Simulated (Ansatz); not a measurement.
Worked example: C3H9MgN + C2H9NSi → C2H8MgN2 + C3H10Si

Species: C3H9MgN `[CH3][Mg][N](C)C`, singlet; C2H9NSi `CC[SiH2]N`, singlet; C2H8MgN2 `C[N](C)[Mg][NH2]`, singlet; C3H10Si `CC[SiH2]C`, singlet. The partners trade CH3 for NH2: Mg–CH3 and Si–NH2 bonds give way to Mg–NH2 and Si–CH3.

Shapes, held fixed at every level: PBE0-D4/def2-TZVP. Flexible molecules stand in one conformer, not always the lowest. Programs: Ansatz 0.2.0. Electronic energies: no zero-point or thermal term.

At CCSD(T)/def2-TZVPP; 1 Eh = 2625.50 kJ/mol:

| species | energy (Eh) |
| --- | --- |
| C3H9MgN | -373.990914 |
| C2H9NSi | -425.238487 |
| C2H8MgN2 | -390.056215 |
| C3H10Si | -409.181410 |

Question: Work out ΔE of the reaction at this level.

Answer: 
1. Products less reactants: (-390.056215) + (-409.181410) − [(-373.990914) + (-425.238487)] = -0.008224 Eh = -21.6 kJ/mol.

Other levels give -32.6 (CCSD/def2-SVP) to -18.2 kJ/mol (HF/def2-TZVPP). No measured value is set beside it here. Outer-core shells of Mg are correlated, in sets that cover them unevenly.
